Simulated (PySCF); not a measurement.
Stepwise substitution at one centre (B OH-NH2). Gas-phase values, no solvent. One relaxed conformer stands for each flexible species; it need not be the lowest. Strings in code marks are SMILES.

The S1 excitation (TDA) from two functionals at the same geometries (CAM-B3LYP-D3(BJ)/def2-TZVP), both in PySCF: PBE-D3(BJ)/def2-TZVP and CAM-B3LYP-D3(BJ)/def2-TZVP. Excitations are Tamm–Dancoff values on a coarser integration grid. The basis has no diffuse functions, so Rydberg states are missing or too high.

```tsv
species	PBE-D3(BJ)/def2-TZVP (eV)	CAM-B3LYP-D3(BJ)/def2-TZVP (eV)
0 of 3 OH replaced by NH2	6.77	7.91
1 of 3 OH replaced by NH2	5.90	6.75
2 of 3 OH replaced by NH2 (`NB(N)O` (N–B–O–H torsion 180°))	5.32	6.25
3 of 3 OH replaced by NH2 (`NB(N)N`)	5.23	6.15
```

Over these rows, drawn at random from the members with no instability flagged (it was tested for open shells, ions and some series alone), PBE minus CAM-B3LYP-D3(BJ): mean -0.96 eV, from -1.14 eV to -0.84 eV.
